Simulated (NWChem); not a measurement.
All runs are NWChem calculations. System: BN, charge 0, spin multiplicity 3, at a geometry optimised with UB3LYP/def2-SVP. The structure started from a generated list of species. Its SCF solution wasn't tested for a lower state. Level: UMP2/def2-QZVP, 2 core orbitals frozen.

Job file:

```
start mol
memory heap 200 mb stack 900 mb global 1100 mb
geometry units angstroms nocenter noautoz
  B      0.000000     0.000000     0.770132
  N      0.000000     0.000000    -0.550094
  symmetry group C2v
end
basis spherical
  * library def2-qzvp
end
scf
  uhf
  nopen 2
  maxiter 100
  thresh 1e-7
  semidirect memsize 60000000 filesize 0
  # guess.movecs holds the orbitals of an unrestricted PBE0 run
  vectors input guess.movecs output mol.movecs
end
mp2
  freeze core 2
end
task mp2 energy
```

Part of the output:

```
             Northwest Computational Chemistry Package (NWChem) 7.3.0
             --------------------------------------------------------

                                NWChem Input Module
                                -------------------

 Scaling coordinates for geometry "geometry" by  1.889725989
 (inverse scale =  0.529177249)

 Turning off AUTOSYM since
 SYMMETRY directive was detected!

                             Geometry "geometry" -> ""
                             -------------------------

 Output coordinates in angstroms (scale by  1.889725989 to convert to a.u.)

  No.       Tag          Charge          X              Y              Z
 ---- ---------------- ---------- -------------- -------------- --------------
    1 B                    5.0000     0.00000000     0.00000000     0.77013200
    2 N                    7.0000     0.00000000     0.00000000    -0.55009400

 Effective nuclear repulsion energy (a.u.)      14.0288130328

            Nuclear Dipole moment (a.u.)
            ----------------------------
        X                 Y               Z
 ---------------- ---------------- ----------------
     0.0000000000     0.0000000000     0.0000037795

      Symmetry information
      --------------------

 Group name             C2v
 Group number             16
 Group order               4
 No. of unique centers     2

      Symmetry unique atoms

     1    2


 Summary of "ao basis" -> "" (spherical)
 ------------------------------------------------------------------------------
       Tag                 Description            Shells   Functions and Types
 ---------------- ------------------------------  ------  ---------------------
 *                         def2-qzvp                  on all atoms

 Summary of "ao basis" -> "ao basis" (spherical)
 ------------------------------------------------------------------------------
       Tag                 Description            Shells   Functions and Types
 ---------------- ------------------------------  ------  ---------------------
 B                         def2-qzvp                17       57   7s4p3d2f1g
 N                         def2-qzvp                17       57   7s4p3d2f1g

                                 NWChem SCF Module
                                 -----------------

  ao basis        = "ao basis"
  functions       =   114
  atoms           =     2
  alpha electrons =     7
  beta  electrons =     5
  charge          =   0.00
  wavefunction    = UHF
  use symmetry    = T
  symmetry adapt  = T

 Summary of "ao basis" -> "ao basis" (spherical)
 ------------------------------------------------------------------------------
       Tag                 Description            Shells   Functions and Types
 ---------------- ------------------------------  ------  ---------------------
 B                         def2-qzvp                17       57   7s4p3d2f1g
 N                         def2-qzvp                17       57   7s4p3d2f1g

      Symmetry analysis of basis
      --------------------------

        a1         48
        a2         14
        b1         26
        b2         26

 Forming initial guess at       0.1s

   Symmetry analysis of molecular orbitals - initial alpha
   -------------------------------------------------------

  Numbering of irreducible representations:

     1 a1          2 a2          3 b1          4 b2

  Orbital symmetries:

     1 a1          2 a1          3 a1          4 a1          5 b1
     6 a1          7 b2          8 b1          9 b2         10 a1
    11 a1         12 b1         13 b2         14 a1         15 b1
    16 a2         17 a1

   Symmetry analysis of molecular orbitals - initial beta
   ------------------------------------------------------

  Numbering of irreducible representations:

     1 a1          2 a2          3 b1          4 b2

  Orbital symmetries:

     1 a1          2 a1          3 a1          4 a1          5 b2
     6 b1          7 a1          8 b2          9 b1         10 a1
    11 a1         12 b2         13 b1         14 a1         15 b2
    16 a2         17 a1

 Starting SCF solution at       0.2s

 ----------------------------------------------
         Quadratically convergent UHF

 Convergence threshold     :          1.000E-07
 Maximum no. of iterations :          100
 Integral*density screening:          1.000E-09
 ----------------------------------------------

              iter       energy          gnorm     gmax       time
             ----- ------------------- --------- --------- --------
                 1      -79.0090439242  6.48D-01  2.77D-01      2.3
                 2      -79.0193850559  6.70D-02  1.71D-02      2.5
                 3      -79.0212148773  1.08D-02  4.72D-03      3.1
                 4      -79.0212776290  2.57D-04  1.20D-04      3.8
                 5      -79.0212777390  6.47D-07  2.12D-07      4.8
                 6      -79.0212777390  5.64D-09  1.58D-09      5.5

       Final UHF  results
       ------------------

         Total SCF energy =    -79.021277739009
      One electron energy =   -134.385945305083
      Two electron energy =     41.335854533314
 Nuclear repulsion energy =     14.028813032761

                       Sz =      1.0000
                 Sz(Sz+1) =      2.0000
                      S^2 =      2.0478

        Time for solution =      5.4s

       Symmetry analysis of molecular orbitals - alpha
       -----------------------------------------------

  Numbering of irreducible representations:

     1 a1          2 a2          3 b1          4 b2

  Orbital symmetries:

     1 a1          2 a1          3 a1          4 a1          5 b1
[...]
    13      0.536798  1 B  pz                63      0.366592  2 N  s

                     UHF Final Beta Molecular Orbital Analysis
                     -----------------------------------------

 Vector    3  Occ=1.000000D+00  E=-1.027973D+00  Symmetry=a1
              MO Center= -4.0D-16, -2.1D-15, -2.4D-01, r^2= 6.1D-01
   Bfn.  Coefficient  Atom+Function         Bfn.  Coefficient  Atom+Function
  ----- ------------  ---------------      ----- ------------  ---------------
    63      0.437684  2 N  s                 62      0.266509  2 N  s

 Vector    4  Occ=1.000000D+00  E=-5.153493D-01  Symmetry=a1
              MO Center= -1.4D-14, -2.5D-15, -6.3D-01, r^2= 9.1D-01
   Bfn.  Coefficient  Atom+Function         Bfn.  Coefficient  Atom+Function
  ----- ------------  ---------------      ----- ------------  ---------------
    63      0.272115  2 N  s                 67      0.266018  2 N  pz
    70     -0.264842  2 N  pz                73     -0.246336  2 N  pz
     6     -0.198524  1 B  s                 64      0.188601  2 N  s
     5     -0.154842  1 B  s

 Vector    5  Occ=1.000000D+00  E=-4.401594D-01  Symmetry=b2
              MO Center= -8.5D-17,  2.1D-15, -2.9D-01, r^2= 1.1D+00
   Bfn.  Coefficient  Atom+Function         Bfn.  Coefficient  Atom+Function
  ----- ------------  ---------------      ----- ------------  ---------------
    69     -0.288411  2 N  py                72     -0.286088  2 N  py
    66      0.277916  2 N  py

 Vector    6  Occ=0.000000D+00  E=-7.994439D-03  Symmetry=a1
              MO Center=  2.7D-15, -5.3D-15,  1.5D+00, r^2= 2.9D+00
   Bfn.  Coefficient  Atom+Function         Bfn.  Coefficient  Atom+Function
  ----- ------------  ---------------      ----- ------------  ---------------
    64      1.864139  2 N  s                  7     -1.532018  1 B  s
     6     -1.155149  1 B  s                 16      0.833801  1 B  pz
    73      0.539786  2 N  pz                76      0.508013  2 N  pz
    19     -0.367180  1 B  pz                32     -0.281046  1 B  d  0
    13      0.199749  1 B  pz                63      0.190103  2 N  s

 Vector    7  Occ=0.000000D+00  E= 4.297088D-03  Symmetry=b1
              MO Center=  1.0D-13, -7.9D-15,  2.2D-01, r^2= 3.2D+00
   Bfn.  Coefficient  Atom+Function         Bfn.  Coefficient  Atom+Function
  ----- ------------  ---------------      ----- ------------  ---------------
    17      0.463753  1 B  px                11      0.186592  1 B  px
    71      0.168891  2 N  px                68      0.150479  2 N  px

 Vector    8  Occ=0.000000D+00  E= 9.938473D-02  Symmetry=b2
              MO Center= -2.3D-15,  5.4D-15,  1.1D+00, r^2= 8.1D+00
   Bfn.  Coefficient  Atom+Function         Bfn.  Coefficient  Atom+Function
  ----- ------------  ---------------      ----- ------------  ---------------
    18      1.364312  1 B  py                75     -0.489923  2 N  py
    15     -0.300347  1 B  py

 center of mass
 --------------
 x =   0.00000000 y =   0.00000000 z =   0.05859914

 moments of inertia (a.u.)
 ------------------
          38.363884665491           0.000000000000           0.000000000000
           0.000000000000          38.363884665491           0.000000000000
           0.000000000000           0.000000000000           0.000000000000

  Mulliken analysis of the total density
  --------------------------------------

    Atom       Charge   Shell Charges
 -----------   ------   -------------------------------------------------------
    1 B    5     4.71   1.01  0.00  0.70  0.25  0.35  0.59  0.15  0.47  0.66  0.37  0.04  0.01  0.05  0.05  0.00  0.01  0.00
    2 N    7     7.29   1.06  0.00  0.69  0.22  0.46  0.97  0.35  0.83  1.19  1.13  0.36  0.00  0.01  0.03  0.00  0.00  0.00

  Mulliken analysis of the alpha density
  --------------------------------------

    Atom       Charge   Shell Charges
 -----------   ------   -------------------------------------------------------
    1 B    5     3.06   0.51  0.00  0.35  0.12  0.23  0.45  0.14  0.35  0.52  0.30  0.03  0.01  0.02  0.03  0.00  0.01  0.00
    2 N    7     3.94   0.53  0.00  0.34  0.11  0.23  0.49  0.18  0.49  0.70  0.66  0.19  0.00  0.01  0.02  0.00  0.00  0.00

   Mulliken analysis of the beta density
   -------------------------------------

    Atom       Charge   Shell Charges
 -----------   ------   -------------------------------------------------------
    1 B    5     1.66   0.50  0.00  0.35  0.13  0.12  0.14  0.01  0.12  0.14  0.07  0.01  0.00  0.02  0.02  0.00  0.00  0.00
    2 N    7     3.34   0.53  0.00  0.34  0.11  0.23  0.48  0.17  0.35  0.49  0.47  0.17  0.00  0.00  0.01  0.00  0.00  0.00

   Mulliken analysis of the spin density
   -------------------------------------

    Atom       Charge   Shell Charges
 -----------   ------   -------------------------------------------------------
    1 B    5     1.40   0.01  0.00 -0.00 -0.01  0.11  0.30  0.14  0.23  0.37  0.23  0.02  0.00  0.00  0.01  0.00  0.00  0.00
    2 N    7     0.60  -0.00 -0.00 -0.00 -0.00  0.01  0.01  0.00  0.14  0.21  0.19  0.02  0.00  0.00  0.01  0.00  0.00  0.00

       Multipole analysis of the density wrt the origin
       ------------------------------------------------

     L   x y z        total         alpha         beta         nuclear
     -   - - -        -----         -----         ----         -------
     0   0 0 0     -0.000000     -7.000000     -5.000000     12.000000

     1   1 0 0      0.000000      0.000000      0.000000      0.000000
     1   0 1 0     -0.000000     -0.000000      0.000000      0.000000
     1   0 0 1      1.098808     -0.664604      1.763409      0.000004

     2   2 0 0     -7.494986     -5.443219     -2.051767      0.000000
     2   1 1 0     -0.000000     -0.000000      0.000000      0.000000
     2   1 0 1     -0.000000     -0.000000     -0.000000      0.000000
     2   0 2 0     -9.049614     -5.543325     -3.506289      0.000000
     2   0 1 1     -0.000000     -0.000000     -0.000000      0.000000
     2   0 0 2     -8.749766    -17.815942     -9.088187     18.154364

                   NWChem MP2 Semi-direct Energy/Gradient Module
                   ---------------------------------------------

  Basis functions       =    114
  Molecular orbitals    =    114
  Frozen core           =      2
  Frozen virtuals       =      0
  Active alpha occupied =      5
  Active beta occupied  =      3
  Active alpha virtual  =    107
  Active beta virtual   =    109
  Use MO symmetry       = T
  Use skeleton AO sym   = T

  AO/Fock/Back tols     =   1.0D-09  1.0D-09  1.0D-09

 GA uses MA = F    GA memory limited = T

 Available:
  local mem=  1.26D+08
 global mem=  1.44D+08
 local disk=  0.00D+00
  mp2_memr nvloc                   107
  nvloc new                   107
   1 passes of   5:        7340032                      70713                  11934925.
   1 passes of   5: M    126152449           G      144153208           F     118812417.

 Semi-direct pass number   1 of   1  for UHF alpha       at        5.9s
  vrange nnbf                  6549
  mp2_eaftype                    45  avail_ma_in_mb                  1099
 EAF : mp2_eaftype filesize          45    5967462.
  mp2_eaf for mointskh                     45
Node 0 wrote     28.0 Mb in      0.0 s     Agg I/O rate:   904.1 Mb/s
 Done moints_semi at       12.4s
  mp2_eaftype                    45  avail_ma_in_mb                  1054
 EAF : mp2_eaftype filesize          45    5967462.
  mp2_eaf for kh                    45
 Done maket at       12.5s
 Done multipass loop at       12.5s

 GA uses MA = F    GA memory limited = T

 Available:
  local mem=  1.26D+08
 global mem=  1.44D+08
 local disk=  0.00D+00
  mp2_memr nvloc                   109
  nvloc new                   109
   1 passes of   3:        7340032                      53528                   7303472.
   1 passes of   3: M    126152449           G      144153208           F     118812417.

 Semi-direct pass number   1 of   1  for UHF beta        at       12.6s
  vrange nnbf                  6549
  mp2_eaftype                    27  avail_ma_in_mb                  1099
 EAF : mp2_eaftype filesize          27    3651736.
  mp2_eaf for mointskh                     27
Node 0 wrote     17.1 Mb in      0.0 s     Agg I/O rate:  2981.9 Mb/s
 Done moints_semi at       16.7s
  mp2_eaftype                    27  avail_ma_in_mb                  1072
 EAF : mp2_eaftype filesize          27    3651736.
  mp2_eaf for kh                    27
 Done maket at       16.7s
 Done multipass loop at       16.7s

          -------------------------------------------
          SCF energy                 -79.021277739009
          Correlation energy          -0.235148994579
          Singlet pairs                0.000000000000
          Triplet pairs                0.000000000000
          Total MP2 energy           -79.256426733588
          -------------------------------------------

          ---------------------------------------------------
                    Spin Component Scaled (SCS) MP2
          Same spin pairs                     -0.059223658338
          Same spin scaling factor             0.333333333333
          Opposite spin pairs                 -0.175925336241
          Opposite spin scaling fact.          1.200000000000
          SCS-MP2 correlation energy          -0.230851622935
          Total SCS-MP2 energy               -79.252129361944
          ---------------------------------------------------

 -----------------------
 Performance information
 -----------------------

 Timer overhead =  2.06D-07 seconds/call

               Nr. of calls         CPU time (s)                 Wall time (s)                GFlops
             ---------------    -------------------     ------------------------------   -------------------
Name         Min   Avg   Max    Min     Avg     Max     Min     Avg     Max   Mx/calls   Min     Max     Sum
mp2: moin     2     2     2    11.     11.     11.      11.     11.     11.     5.3      0.0     0.0     0.0
mp2: make     2     2     2   0.19    0.19    0.19     0.19    0.19    0.19    9.36E-2   0.0     0.0     0.0
mp2: tota     1     1     1    11.     11.     11.      11.     11.     11.     11.      0.0     0.0     0.0

 The average no. of pstat calls per process was 5.00D+00
 with a timing overhead of 1.03D-06s

 Task  times  cpu:       16.7s     wall:       16.7s

 Total times  cpu:       16.7s     wall:       16.7s
```
